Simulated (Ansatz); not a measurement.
ReO2Cl, SMILES [O]=[Re]([Cl])=[O] (connectivity only; charge and spin as stated), neutral, multiplicity 3.

The structure is a stationary point at PBE-D3(BJ)/def2-SVP. The multiplicity is an assumed one; other spin states were not compared. The def2 effective core potentials stand for the cores of Re; spin–orbit coupling is left out.

Two levels are set side by side: PBE/def2-SVPD (Ansatz, an electronic-structure program) and PBE0/def2-SVPD (Ansatz). Energy differences of separate SCF runs at the same geometry; the states with an electron removed or added have multiplicity 2 and 2. Differences are taken from unrounded values.

| quantity | PBE0 |
|---|---|
| vertical ionisation energy (eV) | 10.01 |
| vertical electron affinity (eV) | 2.92 |

Q: What does PBE give, and how far is it from PBE0? (Estimate from the structure and the level; the computed values follow.)

A: 
```json
[
 {"quantity": "vertical ionisation energy (eV)", "PBE": "9.52", "PBE minus PBE0": "-0.50"},
 {"quantity": "vertical electron affinity (eV)", "PBE": "2.79", "PBE minus PBE0": "-0.13"}
]
```
